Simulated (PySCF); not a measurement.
Compound: C3HF5S.
InChI=1S/C3HF5S/c4-2(5)1(9)3(6,7)8/h2H

Level: PBE0/def2-SVPD in PySCF, non-relativistic, on one gas-phase PBE0-D3(BJ)/def2-SVP geometry that isn't relaxed in the solvent. The solvent is an IEF-PCM continuum (Bondi radii, 1.10 Å for H, scaled by 1.2), and excitations are vertical TDDFT with non-equilibrium linear response and a frozen core. The model holds no explicit solvent molecules, cavitation or dispersion.

Gas-phase singlets (H = HOMO, L = LUMO):

```tsv
state	E (eV)	λ (nm)	f	leading configurations
S1	2.211	561	0.000	H→L 100%
S2	5.408	229	0.003	H-2→L 92%
S3	6.177	201	0.218	H-1→L 84%
S4	6.302	197	0.007	H-3→L 96%
S5	7.195	172	0.046	H→L+1 91%
```

Problem. How does the list change in tetrahydrofuran (ε = 7.426)?

Solution. 
```json
{"state": "S1", "E (eV)": "2.232", "λ (nm)": "556", "f": "0.000", "leading configurations": "H→L 100%", "change by rank (eV)": "+0.021"}
{"state": "S2", "E (eV)": "5.428", "λ (nm)": "228", "f": "0.006", "leading configurations": "H-2→L 90%, H-1→L 10%", "change by rank (eV)": "+0.020"}
{"state": "S3", "E (eV)": "6.076", "λ (nm)": "204", "f": "0.279", "leading configurations": "H-1→L 85%, H-2→L 9%", "change by rank (eV)": "-0.101"}
{"state": "S4", "E (eV)": "6.347", "λ (nm)": "195", "f": "0.003", "leading configurations": "H-3→L 98%", "change by rank (eV)": "+0.045"}
{"state": "S5", "E (eV)": "7.235", "λ (nm)": "171", "f": "0.078", "leading configurations": "H→L+1 94%", "change by rank (eV)": "+0.040"}
```

Problem. How do the frontier levels move from gas to tetrahydrofuran?

Solution. 
| orbital | gas (eV) | solvent (eV) | change (eV) |
| --- | --- | --- | --- |
| LUMO+2 | 0.74 | 0.94 | +0.20 |
| LUMO+1 | 0.44 | 0.68 | +0.24 |
| LUMO | -3.90 | -3.66 | +0.24 |
| HOMO | -7.97 | -7.76 | +0.21 |
| HOMO-1 | -10.29 | -10.04 | +0.25 |
| HOMO-2 | -10.86 | -10.64 | +0.22 |
| HOMO-3 | -11.86 | -11.69 | +0.17 |

The HOMO–LUMO gap goes from 4.06 to 4.10 eV.

Cost: about 70 s of CPU time on one thread; the machine was shared, so the figure is rough. This is the whole response run at PBE0/def2-SVPD in tetrahydrofuran, SCF included.

Conformer computed: `[F:1][CH:2]([F:3])[C:4](=[S:5])[C:6]([F:7])([F:8])[F:9]`: F1–C2–C4–S5 138°, C2–C4–C6–F7 -166°.
